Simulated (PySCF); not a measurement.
# Ag(2+) (silver, charge +2) across methods

[Kr] 4d8 5p1, one real determinant (an excited configuration). Computed with PySCF 2.14 in aug-cc-pwCVTZ-PP with ECP28MDF (8s8p7d4f3g, 122 functions), with a scalar-relativistic core potential.

```tsv
method	E (hartree)	mean ε 4d α (eV)	mean ε 4d β (eV)	mean ε 5p α (eV)	Σ⟨r²⟩ (bohr²)	⟨S²⟩
r2SCAN	-145.3608	-35.395	-33.745	-17.215	33.34	3.752
TPSSh	-145.2678	-35.768	-34.280	-17.260	33.46	3.751
BP86	-145.3998	-34.934	-33.486	-17.203	33.38	3.751
UHF	-144.59116	-43.326	-41.215	-19.139	33.95	3.754
M06-L	-145.4087	-35.175	-33.569	-16.636	33.27	3.752
PBE	-145.3089	-34.858	-33.327	-17.075	33.47	3.751
PBE0	-145.3050	-37.219	-35.557	-17.730	33.48	3.751
```

Estimate the same row for LDA.

E (hartree) = -144.9955; mean ε 4d α (eV) = -35.005; mean ε 4d β (eV) = -33.359; mean ε 5p α (eV) = -17.207; Σ⟨r²⟩ (bohr²) = 33.49; ⟨S²⟩ = 3.750.

⟨L²⟩ = 14.03 against 20 for a pure G term, so this real determinant mixes terms. Energies and moments cover only the electrons outside the core potential.
